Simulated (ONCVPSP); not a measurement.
## Configuration tests for rubidium (ONCV)

ONCVPSP 4.0.1 input, shortened (lines: element, Z, core and valence counts, functional; n l f; lmax; l rc ep ncon nbas qcut; lloc lpopt rc5 dvloc0; l nproj debl; icmod fcfact rcfact), PBE, scalar-relativistic:

```
  Rb 37.00    6    2        4      upf
    1    0    2.00
    2    0    2.00
    2    1    6.00
    3    0    2.00
    3    1    6.00
    3    2   10.00
    4    0    2.00
    4    1    6.00
    2
    0    1.60    0.00    4    8    5.20
    1    2.65    0.00    4    8    6.40
    2    2.65    0.04    3    6    3.50
    4    5    1.15    4.00
    0    2    3.90
    1    2    0.50
    2    1    4.00
    3    4.00    1.65
```

In the p channel the program set the typed energies aside and used -0.796, 0.250 Ha. In the d channel the program set the typed energies aside and used 0.050 Ha.

Energies are relative to the spin-unpolarised reference configuration 4s2 4p6; without spin polarisation the order of configurations can differ from experiment.

Give the all-electron excitation energy and the error of the potential for: 4s2 4p6 5s1; 4s2 4p6 5s0.5; 4s2 4p6 5p1; 4s1 4p6 5s1.

```csv
valence configuration,charge,ΔE all-electron (eV),error AE − PS (meV)
4s2 4p6 5s1,0,-4.154,+0.6
4s2 4p6 5s0.5,+0.5,-2.575,+0.4
4s2 4p6 5p1,0,-2.634,+0.2
4s1 4p6 5s1,+1,33.582,-9.5
```
